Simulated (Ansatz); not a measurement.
Basis-set extrapolation for C2H6AlBO, SMILES `[AlH2][O]B1CC1` (PBE0-D4/def2-TZVP geometry, frozen core, Ansatz 0.2.0). Multiplicity 1, RHF reference.

```
                      def2-TZVPP   def2-QZVPP
                 HF  -420.821661  -420.837586
    MP2 correlation    -0.739313    -0.791602
CCSD(T) correlation    -0.808894      not run
```

Energies in hartree. Use E(X) = E(∞) + A·exp(−7.88·√X) for Hartree–Fock and E(X) = E(∞) + B·X^(−2.97) for correlation, with X = 3 and 4, and add CCSD(T) minus MP2 of the smaller set to the MP2 limit.

**Question.** What is the CCSD(T) energy at the basis-set limit?

**Answer.** HF limit: -420.837586 + (-0.015925) × 0.13774 = -420.83978. MP2 limit: -0.791602 + (-0.052289) × 0.74074 = -0.83033. Higher-order term: -0.808894 − (-0.739313) = -0.06958. Total: -421.73969 hartree, 286.5 kJ/mol below CCSD(T)/def2-TZVPP.
